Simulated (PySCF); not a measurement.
PySCF input:

```python
from pyscf import gto, scf, dft

mol = gto.M(
    atom='''
    C     0.06186245    0.03643669    0.98901506
    Cl    0.82908851   -1.25698079   -0.18100200
    Cl   -0.85092232    1.24412078   -0.16806214
    ''',
    basis='def2-tzvpd',
    charge=-1,
    spin=1,
    verbose=4,
)

mf = dft.UKS(mol, xc='m06l').density_fit(auxbasis='def2-universal-jkfit')
mf.grids.level = 4
mf.conv_tol = 1e-9
mf.max_cycle = 100
mf.max_memory = 1500
mf.kernel()
if not mf.converged:
    mf = mf.newton()
    mf.kernel(mf.make_rdm1())
for _ in range(2):
    mo, _, stable, _ = mf.stability(return_status=True)
    if stable:
        break
    mf.kernel(mf.make_rdm1(mo, mf.mo_occ))
mf.analyze()
```

Q: Predict the final energy.

A: -958.47284 Eh (M06-L/def2-TZVPD).
